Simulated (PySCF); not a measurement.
# How methods differ on the ionisation energy of P²⁺

P²⁺ [Ne] 3s2 3p1 (2P) → P³⁺ [Ne] 3s2 (1S), as a difference of total energies. Calculation: PySCF 2.14, in aug-cc-pV(D+d)Z; no relativity, point nucleus. Correlated levels: valence: [Ne] frozen. The calculations carry no spin-orbit coupling.

| method | ionisation energy (eV) |
| --- | --- |
| UHF | 29.580 |
| CCSD (valence) | 29.888 |
| CCSD(T) (valence) | 29.906 |
| CCSDT (valence) | 29.915 |
| FCI (valence) | 29.915 |

**Question.** Estimate what SCS-MP2 (valence) gives.

**Answer.** 29.744 eV, closest to CCSD (valence) among the rows shown.

**Question.** Estimate what MP2 (valence) gives.

**Answer.** 29.763 eV, closest to CCSD (valence) among the rows shown.

A first-order spin-orbit estimate (lowest level to lowest level, LS coupling) adds 0.040 eV.

Errors of the correlated levels include the incompleteness of this basis and the frozen core.

For comparison: 30.203 eV (measured; NIST Atomic Spectra Database, ionization energies).
